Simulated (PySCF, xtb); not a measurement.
Re(O)3(Me) (CH3O3Re), SMILES [CH3][Re](=[O])(=[O])=[O], multiplicity 1.

xtb with GFN2-xTB at its own geometry gives an orbital gap of 3.18 eV and a dipole moment of 2.84 D.

The structure is a stationary point at r2SCAN-D4/def2-SVP. The multiplicity is an assumed one; no other spin state was optimised. The isomer is the one that the SMILES or the coordinates give; other isomers of the formula were not compared. The def2 effective core potentials stand for the cores of Re; spin–orbit coupling is left out.

What does PySCF with HF/def2-TZVP give? (An estimate is asked for; the answer gives what the named calculation found.)

gap 13.92 eV (levels -13.37 and 0.56 eV), dipole 3.86 D.
